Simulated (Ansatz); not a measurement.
Consider the cleavage of the Si–Si bond: `O[SiH2][SiH2][GeH3]` + `N[SiH2][AlH2]` → `O[SiH2]N[SiH2][AlH2]` + `[SiH3][GeH3]`.

Program: Ansatz. Geometries: PBE0-D4/def2-TZVP. ΔE: electronic, gas phase. CCSD(T)/CBS is the MP2 limit (def2-TZVPP, def2-QZVPP) plus CCSD(T) − MP2 in def2-TZVPP, frozen cores. Functionals use def2-TZVPP. For Ge outer-core shells are correlated without core-valence functions, which leaves a few kJ/mol of doubt a bond. Scalar relativity is left out up to krypton. One conformer a species, not always the lowest.

`O[SiH2][SiH2][GeH3]`:

Z-matrix (Å, degrees):
```
Si
Si 1 2.335
O 1 1.654 2 105.8
H 1 1.493 2 109.8 3 -120.1
H 1 1.492 2 112.2 3 121.3
Ge 2 2.380 1 109.7 3 49.3
H 2 1.489 1 110.8 3 -71.9
H 2 1.490 1 108.8 3 169.3
H 3 0.958 1 117.8 2 179.2
H 6 1.538 2 110.0 1 54.3
H 6 1.539 2 111.0 1 174.1
H 6 1.536 2 110.4 1 -65.5
```

`N[SiH2][AlH2]`:

Cartesian coordinates in Å:
```
N 0.470 0.794 1.399
Si -0.434 0.664 -0.071
Al 0.207 -1.401 -1.241
H 0.642 -0.034 1.945
H 0.349 1.596 1.998
H -0.133 1.872 -0.895
H -1.927 0.697 0.103
H -0.154 -1.628 -2.773
H 0.979 -2.559 -0.466
```

`O[SiH2]N[SiH2][AlH2]`:

Cartesian coordinates in Å:
```
O -0.422 -2.770 1.147
Si -0.252 -2.022 -0.308
N -0.506 -0.322 -0.256
Si 0.455 0.867 0.581
Al 0.529 2.999 -0.646
H -1.255 -2.660 1.608
H -1.229 -2.541 -1.304
H 1.143 -2.339 -0.685
H -1.320 0.015 -0.746
H 1.814 0.270 0.734
H -0.030 1.101 1.979
H 1.583 4.132 -0.282
H -0.511 3.270 -1.822
```

`[SiH3][GeH3]`:

```xyz
8

Si   -0.771   -0.282   -0.876
Ge    0.756    0.276    0.860
H    -2.169   -0.154   -0.386
H    -0.546   -1.681   -1.326
H    -0.583    0.631   -2.034
H     0.538    1.724    1.327
H     2.207    0.141    0.367
H     0.567   -0.656    2.068
```

```json
{"species": "`O[SiH2][SiH2][GeH3]`", "PBE energy (Eh)": "-2735.40076"}
{"species": "`N[SiH2][AlH2]`", "PBE energy (Eh)": "-589.95198"}
{"species": "`O[SiH2]N[SiH2][AlH2]`", "PBE energy (Eh)": "-955.76055"}
{"species": "`[SiH3][GeH3]`", "PBE energy (Eh)": "-2369.61485"}
```

Q: Work out ΔE.

A: ΔE = (-955.76055) + (-2369.61485) − (-2735.40076) − (-589.95198) = -0.02266 Eh = -59.5 kJ/mol. CCSD(T)/CBS gives -78.3 kJ/mol.

Largest T1 diagnostic among the species: 0.012.

From PBE to PBE0 (25 % exact exchange), in def2-TZVPP and without D4, ΔE moves by −5.1 kJ/mol. In def2-TZVPP, CCSD(T) changes the Hartree–Fock value by +11.1 kJ/mol (the triples alone add +1.2 kJ/mol) and MP2 by +5.7 kJ/mol.
